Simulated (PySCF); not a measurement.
Static response to an electric field

W(NH)2(OH)2 (singlet state).
Cartesian coordinates in Å at the PBE0-D3(BJ)/def2-SVP level; atoms count from 1:
```xyz
9
H4N2O2W angstrom
W     -0.1190   -0.0203   -0.0644
N      0.0152    0.4465    1.6166
H      0.4749    0.6642    2.4938
N      1.4540   -0.1901   -0.8129
H      2.4652   -0.1620   -0.8820
O     -1.0592    1.3511   -0.9943
H     -1.5422    2.0460   -0.5357
O     -0.9962   -1.7104   -0.1259
H     -0.6928   -2.4249   -0.6952
```

Level: B3LYP/def2-SVPD (PySCF), static field, nuclei fixed, core orbitals frozen in the response. The polarisability tensor in these axes (au):

```
x   66.23 -2.26 -3.74
y   -2.26 62.04  4.67
z   -3.74  4.67 69.17
```

**Question.** What are the eigenvalues, a third of the trace, and Δα (Δα² = ½Σ(αi − αj)² over the three pairs)?

**Answer.** Principal values 59.70, 63.80 and 73.94 au; mean 65.81 au = 9.75 Å³ = 10.85 × 10⁻⁴⁰ C²·m²/J; Δα = 12.69 au (19 % of the mean).

**Question.** What is the dipole moment, and where does it point?

**Answer.** (0.89, 0.16, 0.48) D, 1.02 D in size, pointing from the negative to the positive side. Measured along this direction, the outermost atoms are H9, H7 and O8 at the negative end and H5 and H3 at the positive end.

**Question.** Give the principal axes and the span of the nuclei along them.

**Answer.** Largest value along (-0.49, 0.40, 0.77), where the nuclei span 3.92 Å; middle along (0.87, 0.15, 0.47), 2.99 Å; least along (0.07, 0.91, -0.42), 3.92 Å. 

**Question.** Molar refractivity from α?

**Answer.** Lorentz–Lorenz: R = (4π/3)N_A α = 2.5225 cm³/(mol·Å³) × 9.75 Å³ = 24.6 cm³/mol, in the limit of long wavelengths.

**Question.** What would n − 1 = 2πNα be for an ideal gas of these molecules at 273.15 K and 1 atm, electronic part alone?

**Answer.** N = p/kT = 2.6868 × 10¹⁹ cm⁻³, so n − 1 = 2π × N × 9.75 × 10⁻²⁴ cm³ = 1646 × 10⁻⁶ at long wavelengths, for an ideal gas.

Geometry: PBE0-D3(BJ)/def2-SVP; no solvent, vibrations or thermal averaging. Atoms past krypton carry effective core potentials; spin–orbit coupling is left out.
